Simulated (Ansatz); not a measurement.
cyclopentanone (C₅H₈O), singlet, at a GFN2-xTB geometry. Base run: MP2/6-31G** run with Ansatz (a first-principles code).

Here is a job for Ansatz.
Ansatz 0.2 input:
```yaml
crystal:
  periodic: [false, false, false]
  atoms:
    - {symbol: O, position_ang: [0.87537310, 1.89876563, -0.35725549]}
    - {symbol: C, position_ang: [0.37959572, 0.82337841, -0.15491983]}
    - {symbol: C, position_ang: [1.12822729, -0.48061669, 0.02883662]}
    - {symbol: C, position_ang: [0.06033799, -1.56791212, -0.04754620]}
    - {symbol: C, position_ang: [-1.19163010, -0.88596563, 0.50924683]}
    - {symbol: C, position_ang: [-1.10303578, 0.53525941, -0.03911772]}
    - {symbol: H, position_ang: [1.92578836, -0.58504964, -0.70535867]}
    - {symbol: H, position_ang: [1.59131385, -0.45285207, 1.01834905]}
    - {symbol: H, position_ang: [0.33028268, -2.46089812, 0.51376258]}
    - {symbol: H, position_ang: [-0.10497291, -1.85408406, -1.08762352]}
    - {symbol: H, position_ang: [-1.14947978, -0.86694046, 1.59958820]}
    - {symbol: H, position_ang: [-2.10743946, -1.39392016, 0.21152703]}
    - {symbol: H, position_ang: [-1.52542668, 0.59576747, -1.04523879]}
    - {symbol: H, position_ang: [-1.60402156, 1.28299175, 0.57403985]}
basis:
  gaussian:
    orbitals: 6-31G__.json
magnetization: {spin_polarized: false}
correlation: {method: mp2}
```
The basis file holds 6-31G** in the JSON format of the Basis Set Exchange.

Variants of this job, named by their change:

```json
[
 {"change": "base", "ΔE vs base (kcal/mol)": "0.000", "MP2 correlation (Eh)": "-0.86741", "basis functions": "130", "core-seconds (rough)": "3"},
 {"change": "method = ccsd_t", "ΔE vs base (kcal/mol)": "-50.81", "MP2 correlation (Eh)": "-0.86741", "basis functions": "130", "core-seconds (rough)": "30"},
 {"change": "method = bccd_t", "ΔE vs base (kcal/mol)": "-50.96", "MP2 correlation (Eh)": "-0.86741", "basis functions": "130", "core-seconds (rough)": "30"},
 {"change": "method = bccd", "ΔE vs base (kcal/mol)": "[?]", "MP2 correlation (Eh)": "-0.86741", "basis functions": "130", "core-seconds (rough)": "20"},
 {"change": "method = ccsd", "ΔE vs base (kcal/mol)": "[?]", "MP2 correlation (Eh)": "-0.86741", "basis functions": "130", "core-seconds (rough)": "10"},
 {"change": "fitting = cc-pVTZ-JKFIT (mean field), cc-pVTZ-RIFIT (correlation)", "ΔE vs base (kcal/mol)": "0.085", "MP2 correlation (Eh)": "-0.86734", "basis functions": "130", "core-seconds (rough)": "3"},
 {"change": "method = rpa", "ΔE vs base (kcal/mol)": "-82.9", "MP2 correlation (Eh)": "-", "basis functions": "130", "core-seconds (rough)": "5"},
 {"change": "electrons = all", "ΔE vs base (kcal/mol)": "[?]", "MP2 correlation (Eh)": "[?]", "basis functions": "130", "core-seconds (rough)": "4"},
 {"change": "lower_state_search = off", "ΔE vs base (kcal/mol)": "0.000", "MP2 correlation (Eh)": "-0.86741", "basis functions": "130", "core-seconds (rough)": "4"},
 {"change": "reference functional = pbe0", "ΔE vs base (kcal/mol)": "-13.42", "MP2 correlation (Eh)": "-", "basis functions": "130", "core-seconds (rough)": "8"}
]
```

Problem. What belongs in the gaps?

Solution. 
- method = bccd, ΔE vs base (kcal/mol): -30.57
- method = ccsd, ΔE vs base (kcal/mol): -31.58
- electrons = all, ΔE vs base (kcal/mol): -18.00
- electrons = all, MP2 correlation (Eh): -0.89609
